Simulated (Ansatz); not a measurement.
The same path of F2H2OSi + H3P (10 atoms, charge 0, multiplicity 1) was run twice with different band settings. Lost on the way: Si1–H2, P7–H10. Made: Si1–P7, H2–H10.

Method: RKS CAM-B3LYP-D4/def2-SVP in Ansatz.

Relaxed end points:

```xyz
10
Properties=species:S:1:pos:R:3
Si -0.353 0.215 -0.003
H -0.063 0.508 1.399
F 1.009 0.081 -0.849
F -1.141 1.440 -0.681
O -1.232 -1.152 -0.101
H -1.534 -1.487 -0.953
P 2.011 -2.867 1.272
H 0.623 -2.854 0.952
H 2.316 -1.841 0.335
H 1.855 -1.954 2.355
```

```xyz
10
Properties=species:S:1:pos:R:3
Si 0.212 -0.529 -0.490
H 0.512 0.115 2.890
F 0.976 0.450 -1.503
F -0.383 0.379 0.703
O -1.015 -1.169 -1.356
H -1.707 -1.680 -0.924
P 1.697 -1.925 0.423
H 0.688 -2.626 1.146
H 1.652 -2.811 -0.692
H 0.861 -0.113 3.529
```

Common settings: spring 5.0 eV/Å²; optimiser quadratic models (default); start path through a guess of the saddle point; force threshold 0.03 eV/Å; iteration limit 60; end points relaxed.

| run | movable images | climbing image |
| --- | --- | --- |
| 1 | 9 | yes |
| 2 | 2 | no |

(1) What does each run give, and how far can it be trusted?

Answers

(1) Run 1: converged after 39 iterations, highest image 3.092 eV above the first end. The profile has 2 maxima (images 2, 6) with wells between them (image 4): this band takes more than one step, which may be the mechanism or a detour left from its start path. Neighbouring images differ by up to 2.9 eV, so the band resolves the path poorly. A vibrational analysis at the climbing image gives one clearly imaginary mode, 1312i cm⁻¹: a first-order saddle point.
Run 2: converged after 53 iterations, highest image 0.756 eV above the first end. No image climbed, so the highest image needn't sit at the top of the path. A band with more images between the same ends climbed to 3.09 eV, so this one has probably stepped over the top. So few images can step over the top or miss a turn of the path.
The orbitals stay closed-shell, which can raise the energy where a bond breaks towards radicals; this wasn't checked here.
